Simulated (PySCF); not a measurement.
CHAlF₄O. Atoms are numbered in the order given.

```xyz
8

Al    -0.0184     0.2500     0.9779
C      0.0057    -0.2217    -0.9697
F     -0.4762     0.7556    -1.7540
F     -0.7282    -1.3210    -1.2240
F      1.2551    -0.4830    -1.3985
F     -0.5576     1.7451     1.4442
O      0.5216    -0.9128     2.0601
H      0.5930    -0.8890     3.0146
```

Coordinates come from a PBE0-D3(BJ)/def2-SVP optimisation. One conformer was computed; it need not be the lowest.

Level of theory: ωB97X/def2-TZVP (PySCF).

The total energy is -755.99500 hartree and the highest occupied level comes out as -11.87 eV. The lowest empty level is 1.02 eV and the orbital gap comes out as 12.89 eV. The dipole moment comes out as 2.70 D, the quadrupole, principal values (traceless, Buckingham form, about the centre of nuclear charge) is -11.05, 4.05, 6.99 D·Å and the mean static polarisability comes out as 37.1 bohr³ (5.49 Å³). The polarisability, principal values is 33.4, 37.1, 40.7 bohr³.
